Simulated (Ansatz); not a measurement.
CH3NOSi, SMILES `N[Si]C=O` (lower singlet) (charge 0, multiplicity 1). This singlet lies 1.47 eV below the relaxed triplet at the level frozen-core CCSD(T)/cc-pVTZ // PBE0-D3(BJ)/def2-TZVP (Ansatz, an electronic-structure program).

Z-matrix (Å, degrees):
```
N
H 1 1.0082
H 1 1.0128 2 111.80
Si 1 1.7039 2 123.07 3 -179.90
C 4 1.9765 1 91.81 2 -179.98
O 5 1.2032 4 123.65 1 179.52
H 5 1.1315 6 118.54 4 -179.93
```
Charge 0, multiplicity 1.

Frozen-core energies in 6-31g from Ansatz at a geometry from PBE0-D3(BJ)/def2-TZVP; the HF reference has <S^2> = 0.00 (restricted, and unstable towards unrestricted orbitals) and the T1 diagnostic is 0.020.

| level | energy (Ha) |
|---|---|
| HF | -457.70330 |
| MP2 | -458.07353 |
| CCSD | -458.09713 |
| CCSD(T) | -458.10859 |

Problem. Estimate the energies of CCSDT and CCSDT(Q), and give each level's difference from CCSDT(Q).

Solution. 
| level | energy (Ha) | difference from CCSDT(Q) (mHa) |
|---|---|---|
| MP2 | -458.07353 | 37.49 |
| CCSD | -458.09713 | 13.89 |
| CCSD(T) | -458.10859 | 2.43 |
| CCSDT | -458.10941 | 1.61 |
| CCSDT(Q) | -458.11102 | 0.00 |
